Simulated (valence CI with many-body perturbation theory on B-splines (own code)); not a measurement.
Ce XLV: electric-dipole lines

Level of theory: valence CI with perturbative core correlation (CI+MBPT): four valence electrons over a frozen Dirac-Fock core [Ne], a basis of 11 s, 11 p, 9 d, 7 f, 5 g, 2 h, 1 i functions for each j, with the one-electron correlation potential Σ1 (screened to all orders), the two-electron term Σ2, the three-electron term Σ3, Breit, model QED; selected single and double excitations, second order for the rest (own B-spline code, finite nucleus).

The last digits are not significant, and no measured levels were compared; by estimate large intervals hold to a few tenths of a per cent, small ones and those within an open d or f shell to about a per cent.

Lines 1 to 50 of 224 in falling wavelength, among levels below 579.92 eV, chosen from the strongest by gf and those to the six lowest levels. Wavelengths and rates use the calculated energies. Electric multipoles are in the length gauge, E1 and E2 with the static RPA response of the core. Weak lines are less certain than strong ones. Lines between different terms over intervals too small for the method are left out, as are lines whose strength nearly cancels. The highest levels of a list are the least certain.

Levels are named by their leading jj configuration (3d3/2^4 stands for four electrons in 3d with j = 3/2), which in mixed levels can hold well under half, so a name can repeat and another be missing. Letters in brackets count levels of one name in rising energy.

```tsv
λ vac (Å)	Upper	Lower	A (s⁻¹)	S (a.u.) with core polarisation	S without
3976	(3s 3p1/2^2 3p3/2) J=1	(3s^2 3p3/2^2) J=0	2.09e+03	1.94e-04	1.98e-04
3817	(3s^2 3p3/2^2) J=2	(3s 3p1/2^2 3p3/2) J=2	2.91e+03	4.00e-04	4.07e-04
676.8	(3s 3p1/2^2 3p3/2) J=1	(3s^2 3p3/2^2) J=2	2.26e+06	1.04e-03	1.06e-03
282.3	(3s^2 3p1/2 3d3/2) J=2	(3s^2 3p3/2^2) J=2	2.92e+06	1.62e-04	1.66e-04
211.8	(3s^2 3p1/2 3d3/2) J=1	(3s^2 3p3/2^2) J=0	5.63e+06	7.93e-05	8.06e-05
168.2	(3s^2 3p1/2 3d3/2) J=1	(3s^2 3p3/2^2) J=2	3.84e+07	2.70e-04	2.75e-04
160.4	(3s^2 3p1/2 3d5/2) J=2	(3s^2 3p3/2^2) J=2	2.03e+08	2.07e-03	2.11e-03
154.8	(3s 3p1/2 3p3/2 3d3/2) J=3 [a]	(3s^2 3p3/2 3d3/2) J=2	1.09e+09	1.39e-02	1.42e-02
153.5	(3s^2 3p1/2 3d5/2) J=3	(3s^2 3p3/2^2) J=2	1.83e+08	2.28e-03	2.33e-03
137.9	(3s 3p1/2^2 3d5/2) J=3	(3s 3p1/2 3p3/2^2) J=2 [a]	1.02e+09	9.23e-03	9.40e-03
136.2	(3s 3p1/2 3p3/2 3d3/2) J=4	(3s^2 3p3/2 3d3/2) J=3	3.70e+09	4.15e-02	4.23e-02
135.5	(3s 3p1/2^2 3d3/2) J=2	(3s^2 3p1/2 3d3/2) J=1	3.44e+09	2.11e-02	2.15e-02
132.8	(3s 3p1/2 3p3/2 3d5/2) J=4 [a]	(3s^2 3p3/2 3d5/2) J=4	1.31e+09	1.37e-02	1.39e-02
123.8	(3s 3p1/2 3p3/2 3d5/2) J=4 [b]	(3s^2 3p3/2 3d5/2) J=3	2.90e+09	2.45e-02	2.49e-02
121.9	(3s 3p1/2 3p3/2 3d3/2) J=2 [c]	(3s^2 3p3/2 3d3/2) J=2	2.81e+09	1.25e-02	1.28e-02
118.9	(3s 3p1/2 3p3/2 3d3/2) J=3 [b]	(3s^2 3p3/2 3d3/2) J=2	1.35e+09	7.84e-03	7.99e-03
118.7	(3s 3p1/2 3p3/2 3d3/2) J=3 [b]	(3s^2 3p3/2 3d3/2) J=3	1.73e+09	9.98e-03	1.02e-02
117.9	(3s 3p1/2 3p3/2 3d3/2) J=2 [a]	(3s 3p1/2 3p3/2^2) J=1 [b]	2.08e+09	8.43e-03	8.59e-03
117.8	(3s 3p1/2 3p3/2^2) J=2 [a]	(3s^2 3p3/2^2) J=2	3.44e+08	1.39e-03	1.42e-03
115.7	(3s 3p1/2^2 3p3/2) J=2	(3s^2 3p1/2 3p3/2) J=2	4.92e+09	1.88e-02	1.92e-02
114.5	(3s 3p1/2 3p3/2 3d3/2) J=2 [d]	(3s^2 3p3/2 3d3/2) J=1	3.36e+09	1.24e-02	1.27e-02
113.9	(3s 3p1/2 3p3/2 3d5/2) J=5	(3s^2 3p3/2 3d5/2) J=4	9.85e+09	7.91e-02	8.06e-02
112.4	(3s 3p1/2 3p3/2 3d5/2) J=4 [c]	(3s^2 3p3/2 3d5/2) J=3	4.70e+09	2.97e-02	3.02e-02
110.0	(3s 3p1/2 3p3/2 3d3/2) J=2 [a]	(3s 3p1/2 3p3/2^2) J=2 [b]	3.70e+09	1.22e-02	1.24e-02
109.2	(3s 3p1/2 3p3/2^2) J=3	(3s^2 3p3/2^2) J=2	6.43e+09	2.89e-02	2.95e-02
108.6	(3s 3p1/2 3p3/2 3d3/2) J=1 [c]	(3s^2 3p3/2 3d3/2) J=1	3.99e+09	7.57e-03	7.72e-03
108.5	(3s 3p1/2^2 3p3/2) J=2	(3s^2 3p1/2 3p3/2) J=1	6.63e+09	2.09e-02	2.13e-02
108.4	(3s 3p1/2^2 3d5/2) J=3	(3s^2 3p1/2 3d5/2) J=3	6.96e+09	3.06e-02	3.12e-02
108.3	(3s 3p1/2 3p3/2 3d3/2) J=3 [c]	(3s^2 3p3/2 3d3/2) J=2	2.18e+09	9.56e-03	9.74e-03
108.2	(3s 3p1/2 3p3/2 3d3/2) J=1 [d]	(3s^2 3p3/2 3d5/2) J=2	3.75e+09	7.04e-03	7.17e-03
108.1	(3s 3p1/2 3p3/2 3d3/2) J=3 [c]	(3s^2 3p3/2 3d3/2) J=3	5.34e+09	2.33e-02	2.37e-02
108.0	(3s 3p1/2 3p3/2 3d5/2) J=3 [a]	(3s^2 3p3/2 3d5/2) J=2	6.55e+09	2.85e-02	2.91e-02
107.6	(3s 3p1/2 3p3/2^2) J=1 [a]	(3s^2 3p3/2^2) J=0	4.63e+09	8.54e-03	8.71e-03
106.6	(3s 3p1/2 3p3/2 3d5/2) J=1 [b]	(3s^2 3p3/2 3d5/2) J=1	6.56e+09	1.17e-02	1.20e-02
106.2	(3s 3p1/2^2 3d3/2) J=1	(3s^2 3p1/2 3d3/2) J=2	1.36e+10	2.41e-02	2.46e-02
105.2	(3s 3p1/2^2 3d5/2) J=3	(3s^2 3p1/2 3d5/2) J=2	9.84e+09	3.96e-02	4.03e-02
104.7	(3s 3p1/2 3p3/2 3d5/2) J=2 [c]	(3s^2 3p3/2 3d5/2) J=1	7.75e+09	2.20e-02	2.24e-02
102.2	(3s 3p1/2^2 3d3/2) J=2	(3s^2 3p1/2 3d3/2) J=2	1.02e+10	2.68e-02	2.74e-02
101.6	(3p1/2^2 3p3/2^2) J=0	(3s 3p1/2 3p3/2^2) J=1 [b]	1.32e+10	6.86e-03	6.99e-03
100.9	(3s 3p1/2 3p3/2 3d5/2) J=3 [d]	(3s^2 3p3/2 3d5/2) J=3	9.46e+09	3.36e-02	3.42e-02
100.3	(3s 3p1/2 3p3/2 3d5/2) J=2 [c]	(3s^2 3p3/2 3d5/2) J=3	3.26e+09	8.12e-03	8.28e-03
100.2	(3s 3p1/2 3p3/2 3d5/2) J=2 [b]	(3s^2 3p3/2 3d5/2) J=2	7.91e+09	1.96e-02	2.00e-02
100.0	(3s 3p1/2^2 3d5/2) J=2	(3s^2 3p1/2 3d5/2) J=3	1.65e+10	4.06e-02	4.14e-02
99.92	(3s 3p1/2 3p3/2 3d5/2) J=3 [b]	(3s^2 3p3/2 3d5/2) J=2	4.03e+09	1.39e-02	1.42e-02
99.57	(3s 3p1/2 3p3/2 3d5/2) J=2 [d]	(3s^2 3p3/2 3d5/2) J=1	4.60e+09	1.12e-02	1.14e-02
98.94	(3s 3p1/2 3p3/2 3d3/2) J=2 [b]	(3s 3p1/2 3p3/2^2) J=2 [b]	4.79e+09	1.15e-02	1.17e-02
98.77	(3s 3p1/2 3p3/2^2) J=1 [b]	(3s^2 3p3/2^2) J=0	4.16e+09	5.93e-03	6.05e-03
97.92	(3s 3p1/2 3p3/2 3d5/2) J=3 [b]	(3s^2 3p3/2 3d5/2) J=4	1.97e+09	6.38e-03	6.51e-03
97.74	(3s 3p1/2 3p3/2 3d5/2) J=4 [b]	(3s^2 3p3/2 3d5/2) J=4	3.54e+09	1.47e-02	1.50e-02
97.29	(3s 3p1/2^2 3d5/2) J=2	(3s^2 3p1/2 3d5/2) J=2	4.72e+09	1.07e-02	1.09e-02
```
